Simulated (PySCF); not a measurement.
H₂O₂Zn, SMILES [OH][Zn][OH] (connectivity only; charge and spin as stated), charge +1, multiplicity 2.

Coordinates come from a ωB97X-D3(BJ)/def2-TZVP optimisation. The geometry has at least one imaginary mode, so it is a saddle point at that level. The multiplicity is an assumed one; other spin states were not compared. The isomer is the one that the SMILES or the coordinates give; other isomers of the formula were not compared. Other conformers were not sampled.

The numbers are results of TDA-M06-2X/def2-SVPD run with PySCF, not measurements.

Vertical excitations. Gas-phase values at a fixed geometry.

Computed lowest excited states:
```json
[
 {"state": "root 1", "energy (eV)": "0.30", "λ (nm)": "4070", "f": "0.000", "main pairs": "β HOMO−1→LUMO 98 %"},
 {"state": "root 2", "energy (eV)": "0.91", "λ (nm)": "1363", "f": "0.000", "main pairs": "β HOMO−2→LUMO 98 %"},
 {"state": "root 3", "energy (eV)": "1.72", "λ (nm)": "723", "f": "0.261", "main pairs": "β HOMO→LUMO 89 %"},
 {"state": "root 4", "energy (eV)": "4.21", "λ (nm)": "295", "f": "0.001", "main pairs": "β HOMO−4→LUMO 98 %"},
 {"state": "root 5", "energy (eV)": "4.35", "λ (nm)": "285", "f": "0.000", "main pairs": "β HOMO−3→LUMO 98 %"},
 {"state": "root 6", "energy (eV)": "5.12", "λ (nm)": "242", "f": "0.027", "main pairs": "β HOMO→LUMO+1 96 %"},
 {"state": "root 7", "energy (eV)": "7.10", "λ (nm)": "175", "f": "0.001", "main pairs": "β HOMO→LUMO+2 97 %"},
 {"state": "root 8", "energy (eV)": "7.44", "λ (nm)": "167", "f": "0.010", "main pairs": "α HOMO→LUMO 31 %, β HOMO−1→LUMO+1 62 %"},
 {"state": "root 9", "energy (eV)": "7.53", "λ (nm)": "165", "f": "0.001", "main pairs": "α HOMO−1→LUMO 9 %, β HOMO→LUMO+3 84 %"},
 {"state": "root 10", "energy (eV)": "7.78", "λ (nm)": "159", "f": "0.004", "main pairs": "α HOMO−1→LUMO 23 %, β HOMO−2→LUMO+1 63 %"}
]
```
Unrestricted roots are not spin-pure.
